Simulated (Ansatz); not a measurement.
# Telling isomers of CH4Ge apart by their spectra

These gas-phase data were calculated for one isomer of CH4Ge at B3LYP-D4/def2-TZVP (harmonic, unscaled wavenumbers; equilibrium rotational constants with average atomic masses):

| Item | Value |
| --- | --- |
| rotational constants | 88.38, 8.987, 8.587 GHz |
| all wavenumbers above 1500 cm⁻¹ | 3119, 3069, 3010, 1862 |
| dipole moment | 0.74 D (PBE0/def2-TZVPD) |

Candidates:

(1) `[CH3][GeH]`, a singlet
(2) `[CH2]=[GeH2]`, a singlet

Problem. Which structure fits?

Solution. Candidate (1). 3 modes lie between 2750 and 3290 cm⁻¹, one for each C–H bond, while (2) has 2.

The same quantities for all candidates:

```
     rotational constants (GHz)  wavenumbers above 1500 cm⁻¹  dipole (D)  E above the lowest, B3LYP-D4/def2-TZVP (kcal/mol)
(1)         88.38, 8.987, 8.587       3119, 3069, 3010, 1862        0.74                                                0.0
(2)           100, 11.59, 10.39       3259, 3159, 2191, 2176        0.81                                               15.1
```

Harmonic stretches to hydrogen usually lie a few per cent above observed fundamentals. Each candidate is one conformer. Programs: Ansatz 0.2.0.
